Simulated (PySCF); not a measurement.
# Reading the logs of faulty runs: GeH8N2Si

Calculated results; nothing here was measured. They come from PySCF 2.14.0, an open-source quantum chemistry program, on an isolated molecule that a program drew, which may never have been made. The molecule is GeH8N2Si (charge 0, singlet), drawn as the SMILES string `[NH2][GeH]([NH2])[SiH3]`.

Each row is a Hartree-Fock (HF) and frozen-core CCSD(T) single point in the cc-pV(D+d)Z basis, meant for a local HF minimum. Run 1 is clean. Each other run has one planted mistake out of seven kinds, and not every kind appears here: one electron removed, one electron added, multiplicity raised by two, geometry at a saddle point, minimal basis STO-3G, one bond length entered in bohr, all coordinates scaled. The reference is restricted for singlets and unrestricted otherwise, and also for a bond in bohr. Adding or removing an electron swaps singlet and doublet. Electrons count all cores. HOMO and LUMO are orbital energies over both spins, the gradient is its largest component, and the lowest frequency (negative if imaginary) is given only where the gradient is small. Bond lengths are over the 11 bonds as drawn. T1 is the CCSD diagnostic: over 0.02 (restricted) or 0.045 (unrestricted) a single reference is doubtful. Germanium has the cc-pVDZ-PP basis, with a core potential (ECP10MDF) in place of its 10 inner electrons, and its 3s, 3p and 3d shells are frozen in CCSD(T).

Geometry of the clean run:
```xyz
12
GeH8N2Si, angstrom
N     1.5293    0.4657    0.3578
Ge   -0.2704    0.7902    0.6495
N    -0.7819    2.3818   -0.1200
Si   -1.7290   -0.9267   -0.2076
H     1.9458   -0.1649    1.0225
H     1.7622    0.1357   -0.5637
H    -0.3984    0.9427    2.1692
H    -0.8817    2.3478   -1.1203
H    -0.1659    3.1479    0.0980
H    -1.3227   -2.2462    0.3371
H    -1.6276   -0.9864   -1.6883
H    -3.1411   -0.6726    0.1622
```

```
run  electrons  basis functions  <S^2>  HOMO (eV)  LUMO (eV)  gradient (hartree/bohr)  lowest frequency (cm^-1)  mean bond (Å)  longest bond (Å)      T1  HF (hartree)  CCSD(T) (hartree)                     mistake
  1         68              114  0.000      -9.82       3.64                  1.1e-05                        89         1.4647             2.410  0.0123    -695.89173         -696.51397                    no fault
  2         69              114  0.758       2.76       8.48                  4.3e-02                         -         1.4647             2.410  0.0348    -695.77285         -696.41795          one electron added
  3         68              114  2.017      -2.83       0.01                  8.5e-02                         -         1.4647             2.410  0.0344    -695.68753         -696.30028  multiplicity raised by two
  4         67              114  0.771     -15.64      -5.92                  7.3e-02                         -         1.4647             2.410  0.0395    -695.60114         -696.19264                           ?
```

**Which mistake was planted in run 4, and what did it cost?**

It counts 67 electrons, one fewer than the clean run, at the same geometry and basis. So the mistake is: one electron removed. Subtracting run 1 and multiplying by 627.51 kcal/mol a hartree, the energy moved by 182.3 kcal/mol in HF and 201.6 kcal/mol in CCSD(T).

Cautions from the logs. Run 2: the HOMO is above zero, so the electron isn't bound and the energy depends on the basis.
